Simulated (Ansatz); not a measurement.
Cost and result for the atomization energy of `FC1([SiH2]S)BC1` (12 atoms, 12 bonds).

```xyz
12

F     0.003    1.921    0.467
C    -0.254    0.597    0.152
Si    1.250   -0.502    0.318
S     2.863    0.105   -0.933
B    -1.392    0.251   -0.805
C    -1.551   -0.050    0.675
H     0.793   -1.885    0.015
H     1.797   -0.436    1.696
H     2.177   -0.060   -2.077
H    -1.924    0.434   -1.845
H    -1.458   -0.985    1.218
H    -2.303    0.609    1.119
```

Total charge 0; spin multiplicity 1. All single points use the PBE0-D4/def2-TZVP geometry. It is one conformer, not always the lowest. Program: Ansatz. All runs use 4 threads of an Arm Neoverse V1 on a shared host. Times are those of one run each, without the atoms' runs, and a repeat can differ threefold. Electronic energies, without spin–orbit coupling; frozen cores. CCSD(T)/CBS adds CCSD(T) − MP2 in def2-TZVPP to the MP2 limit, and its time is that of the two runs behind it. T1 = 0.013. B3LYP takes the VWN-RPA correlation (the form of Gaussian; ORCA's B3LYP/G).

CCSD(T)/CBS is a level of theory with its own doubt, some kJ/mol a heavy atom from the limit and from the frozen cores, so smaller differences don't rank the functionals.

```
                             level  functions  wall time  atomization (kJ/mol)  difference from CCSD(T)/CBS  per bond
   PBE-D4/def2-TZVPP (with forces)        292      3.8 s                4389.0                        120.0      10.0
                PBE0-D4/def2-TZVPP        292        5 s                4316.6                         47.6       4.0
r2SCAN-D4/def2-TZVPP (with forces)        292      7.5 s                4322.6                         53.6       4.5
 B3LYP-D4/def2-TZVPP (with forces)        292        8 s                4279.7                         10.7       0.9
                 B2PLYP/def2-TZVPP        292      9.5 s                4227.0                        -42.0      -3.5
                ωB97X-V/def2-TZVPP        292       12 s                4315.9                         46.9       3.9
  ωB97M-V/def2-TZVPP (with forces)        292       18 s                4314.5                         45.5       3.8
                    MP2/def2-QZVPP        548       36 s                4306.3                         37.3       3.1
                CCSD(T)/def2-TZVPP        292    6.3 min                4151.6                       -117.4      -9.8
                 CCSD(T)/CBS(def2)          –    6.9 min                4269.0                          0.0       0.0
```

In def2-TZVPP, CCSD(T) changes the Hartree–Fock value by +1021.9 kJ/mol (the triples alone add +68.8 kJ/mol) and MP2 by +1107.4 kJ/mol; breaking electron pairs costs correlation energy, which Hartree–Fock lacks. The D4 term adds +47.1 kJ/mol with B3LYP and +24.9 kJ/mol with PBE0; it sums over pairs of atoms, weighted by their polarisabilities, and B3LYP, whose exchange is more repulsive, gets the larger term. From PBE to PBE0 (25 % exact exchange), in def2-TZVPP and without D4, the atomization energy moves by −68.2 kJ/mol: exact exchange takes away binding that semilocal exchange gives to molecules.
